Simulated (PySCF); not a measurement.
**Relaxation of doublet HCu(OH)**

Method: UPBE0/[Cu def2-TZVP, H def2-TZVP, O def2-TZVP], no relativity, density fitting, PySCF. A (50,194) grid was used.

A hand-made linear (heavy-atom frame) start, of Cs symmetry, held to at least that symmetry:

```xyz
4
charge 0 multiplicity 2, angstrom
Cu   -0.0092    0.0000    0.3574
H    -0.0092    0.0000    1.7974
O    -0.0092    0.0000   -1.3926
H     0.7262    0.0000   -2.0097
```

(1) What forces act on the atoms at the start (eV/Å)?

(2) What does it relax to?

(3) How much energy is released, and in how many steps?

## Answers

(1) 
```tsv
atom	Fx	Fy	Fz
Cu1	0.71	0.00	-0.68
H2	-0.33	0.00	1.00
O3	-0.28	0.00	-0.67
H4	-0.10	0.00	0.35
```

(2) It ends at Cs with Cu–H 1.500 Å, Cu–O 1.768 Å, O–H 0.957 Å; Cu–O–H 123.1°, H–Cu–O 172.1° (after a last refinement on a finer grid). A frequency run shows 1 imaginary mode, down to 324i cm⁻¹, so it is a saddle point. Other isomers or separated fragments may lie lower.

(3) 7.3 kJ/mol in 6 steps.

Other spin states or occupations of the open shell can lie lower.

The relaxation took 7.1 s on 4 threads of a shared Arm Neoverse V2 host, with 88 basis functions and 7 gradients; the process peaked at 0.59 GiB.
